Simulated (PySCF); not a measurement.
## How methods differ on the excitation energy of Bi

Bi [Xe] 4f14 5d10 6s2 6p3 (4S) → Bi [Xe] 4f14 5d10 6s2 6p2 7s1, s spin flipped, as a difference of total energies. Computed with PySCF 2.14 in aug-cc-pVQZ-PP with ECP60MDF (7s7p5d3f2g, 92 functions), with a scalar-relativistic core potential. Correlated levels: valence: 5s2 5p6 5d10 frozen. The calculations carry no spin-orbit coupling.

```
           method  excitation energy (eV)
              UHF                   5.388
              LDA                   5.343
              PBE                   5.255
             PBE0                   5.397
           r2SCAN                   5.415
        CAM-B3LYP                   5.336
            B3LYP                   5.217
          wB97M-V                   5.341
          LC-wPBE                   5.559
    MP2 (valence)                   5.518
SCS-MP2 (valence)                   5.395
```

Problem. How much does correlation contribute at MP2 (valence)?

Solution. 5.518 − (5.388) = 0.130 eV, measured against UHF.

Spin-orbit coupling is strong in these open shells (close to jj coupling). The scalar numbers leave it out and a first-order estimate fails, so it can dominate the gap to the real levels.

The upper determinant mixes two multiplicities, so it lies between the two terms.

The promoted electron is Rydberg-like, and one or two diffuse shells describe it only roughly, which tends to raise the upper state.
